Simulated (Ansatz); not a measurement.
Pd(PH3)2 (P2PdH6). Charge 0, multiplicity 1. Geometry PBE0-D4/def2-SVP, basis def2-TZVP, Ansatz.

```xyz
9

Pd    0.012   -0.014    0.017
P    -0.984   -1.866   -0.816
H    -0.724   -2.298   -2.147
H    -2.402   -1.953   -0.908
H    -0.799   -3.141   -0.210
P     0.988    1.861    0.822
H     2.400    1.943    0.990
H     0.658    2.366    2.112
H     0.850    3.102    0.139
```

```json
{"run": "A", "HOMO (eV)": "-4.56", "LUMO (eV)": "-1.05"}
{"run": "B", "HOMO (eV)": "-5.31", "LUMO (eV)": "-0.68"}
{"run": "C", "HOMO (eV)": "-4.49", "LUMO (eV)": "-1.25"}
{"run": "D", "HOMO (eV)": "-4.70", "LUMO (eV)": "-1.40"}
{"run": "E", "HOMO (eV)": "-6.68", "LUMO (eV)": "0.42"}
{"run": "F", "HOMO (eV)": "-7.58", "LUMO (eV)": "1.29"}
```

In the def2 sets Pd takes a core potential; there is no spin–orbit coupling. B3LYP takes the VWN-RPA correlation.

Problem. The runs used B3LYP, CAM-B3LYP, LDA (SPW92), PBE, r2SCAN, ωB97X-V. Estimate which is which.

Solution. A r2SCAN (0 % exact exchange); B B3LYP (20 % exact exchange); C PBE (0 % exact exchange); D LDA (SPW92) (0 % exact exchange); E CAM-B3LYP (range-separated); F ωB97X-V (range-separated). Exact exchange lowers occupied and raises empty levels; among semilocal functionals meta-GGAs tend to open the gap a little, and such runs are hard to tell apart. The gap grows from 3.24 eV (PBE) to 8.87 eV (ωB97X-V).
